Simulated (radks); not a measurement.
Yb, configuration [Xe] 4f14 6s2. Calculated with a radial shooting solver on a logarithmic mesh with Libxc functionals: non-relativistic Kohn-Sham, PBE, spin-polarised, spherical densities, point nucleus; relativity is left out, which matters for an element this heavy.

Unscreened Slater integrals over Kohn-Sham orbitals (eV). They are taken over the spin-up orbitals.

integral     value
F0(6s,6s)   5.7824
F0(6s,4f)   7.6169
G3(6s,4f)  0.18467
F0(6s,5p)   7.3276
G1(6s,5p)  0.42556
F0(6s,5s)   7.3991
G0(6s,5s)  0.24401
F0(4f,4f)   34.437
F2(4f,4f)   16.040
F4(4f,4f)   10.005
F6(4f,4f)   7.1821
F0(4f,5p)   19.884
F2(4f,5p)   6.2576
G2(4f,5p)   3.1159
G4(4f,5p)   2.3972
F0(4f,5s)   22.018
G3(4f,5s)   3.4435
F0(5p,5p)   16.292
F2(5p,5p)   8.7213
F0(5p,5s)   17.292
G1(5p,5s)   11.793
F0(5s,5s)   18.529
